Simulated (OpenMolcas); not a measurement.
A run on Rh3+ among 6 point charges of -1 e arranged as a trigonal prism (D3h), 1.88 Å from the ion, with a polar angle of 53.5° against the regular 49.1°.

```
Program             : OpenMolcas
Method              : CASSCF
Basis               : ANO-RCC-VDZP [6s5p3d1f]
Scalar Hamiltonian  : DKH2, point nucleus
Active space        : 6 electrons in 5 orbitals (4d)
State averaging     : 2S+1 = 5 even, 5 roots; 2S+1 = 3 even, 45 roots; 2S+1 = 1 even, 50 roots
Spin-orbit coupling : RASSI with atomic mean-field integrals over the reference wave functions
```

43 basis functions. Blocks (2S+1, parity, CSFs, roots kept): 5, even, 5, 5; 3, even, 45, 45; 1, even, 50, 50.

How long do the RASSCF and RASSI steps take on 1 thread of Arm Neoverse V1, with other jobs on the host?

About 27 s of wall time, without the integral step.
